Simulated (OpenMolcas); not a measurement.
**Bi II: effect of the IPEA shift**

```json
{"Program": "OpenMolcas", "Basis": "ANO-RCC [11s10p9d6f4g]", "Scalar Hamiltonian": "DKH2, point nucleus", "Active space": "4 electrons in 9 orbitals (RAS2 6s 6p; RAS3 6d, at most 2 electrons)", "State averaging": "2S+1 = 3 even, 3 roots; 2S+1 = 1 even, 6 roots; 2S+1 = 5 odd, 1 root; 2S+1 = 3 odd, 5 roots; 2S+1 = 1 odd, 8 roots", "Spin-orbit coupling": "RASSI with atomic mean-field integrals over the reference wave functions, term energies averaged over their components"}
```

Methods on the same reference wave functions:
A. RASSCF
B. SS-RASPT2, IPEA 0 Eh, imaginary shift 0.1 Eh (closed shells correlated: 5d)
C. SS-RASPT2, IPEA 0.25 Eh, imaginary shift 0.1 Eh (closed shells correlated: 5d)

Energies in eV above 6s2 6p2 3P0, the measured ground level; measured values from NIST Handbook of Basic Atomic Spectroscopic Data.

```csv
Level,A,B,C,Measured
6s2 6p2 3P0,0.0000,0.0000,0.0000,0.0000
6s2 6p2 3P1,1.3630,1.425,1.419,1.6521
6s2 6p2 3P2 [54 %],1.9495,1.876,1.874,
6s2 6p2 1D2 [54 %],3.8150,3.689,3.688,
6s2 6p2 1S0,5.2886,4.989,5.015,5.4768
```

Deviations, from unrounded energies. A percentage is the sum of absolute deviations over the sum of measured energies, with the sign that they share, or ± where signs differ.

| Against measurement | Levels | A | B | C |
| --- | --- | --- | --- | --- |
| mean absolute deviation (cm-1) | 2 | 1900 | 2900 | 2800 |
| fine structure of the ground term (%) | 1 | -17.5 | -13.8 | -14.1 |
| other terms of the ground configuration (%) | 1 | -3.4 | -8.9 | -8.4 |

A lies closest to measurement on these levels and B furthest from it. The largest miss of A in the table is 6s2 6p2 3P1, by -2300 cm-1. The ranking rests on the paired levels alone, and a cruder setting can come out closer through cancelling errors.

Between B and C the level of the table that moves most is 6s2 6p2 1S0, by 210 cm-1 (lowest in B, highest in C). Moves below CASPT2's spread within the term are not significant.

From A to B the spin-free energies of the other terms of 6s2 6p2 shown, above 3P, scale by factors of 0.71 to 0.83.

The lowest spin-free term lies below A's lowest term by 0.464 hartree in B, 0.461 hartree in C.

Term energies are means over components that CASPT2 splits; among the terms shown or strongly mixed into the levels shown the widest spread is 19 cm-1 (6s2 6p2 1D, C). Over all roots computed the reference weight is 0.85 to 0.93 in B, 0.86 to 0.93 in C; the roots of lowest weight are the least certain, and an intruder state may touch them. The run also gave levels led by 6s2 6p 6d, which use shells meant for correlation; these and all levels above them are left out. Spin-orbit splittings of 6p shells tend to come out small when the coupling is added on scalar orbitals. Computed and measured levels are paired by configuration, term and J; levels that our copy of the source lacks, or whose pairing is in doubt (as where it misses far off the trend of its configuration), stay unpaired and out of the deviations. Where the source uses jj or jK labels, the order within each J decides. Levels of configurations outside the active space are missing. Levels that lie high or do not pair safely by name in every column are left out.

A share in square brackets marks a mixed level and gives the weight of the term that names it, the lowest over the columns.
